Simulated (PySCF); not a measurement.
C₇H₁₁ClO.
SMILES: `C/C(=C/C(C)C)C(=O)Cl`

Torsions of this conformer, `[CH3:1]/[C:2](=[CH:3]/[CH:4]([CH3:5])[CH3:6])[C:7](=[O:8])[Cl:9]`: C2–C3–C4–C5 146°, C1–C2–C7–O8 -165°.

The closed-shell ground state was solved at several levels (PySCF, density fitting, gas phase, non-relativistic). One conformer (not necessarily the lowest) at the PBE0-D3(BJ)/def2-SVP geometry, without solvent, vibrations or thermal averaging.

```json
{"level": "PBE0/pcSseg-1", "basis functions": "215", "HOMO (eV)": "-7.84", "LUMO (eV)": "-1.96", "gap (eV)": "5.88", "dipole (D)": "3.37"}
{"level": "PBE0/def2-SVPD", "basis functions": "278", "HOMO (eV)": "-7.84", "LUMO (eV)": "-2.04", "gap (eV)": "5.80", "dipole (D)": "3.31"}
```

Problem. What might mPW1PW91/pcSseg-1 (215 basis functions) give for the same quantities?

Solution. HOMO -7.87 eV, LUMO -1.98 eV, gap 5.89 eV, dipole 3.39 D.

Problem. How far do the dipole and the HOMO energy spread over the levels?

Solution. The dipole runs from 3.31 to 3.39 D (mean 3.35 D) and the HOMO from -7.87 to -7.84 eV.
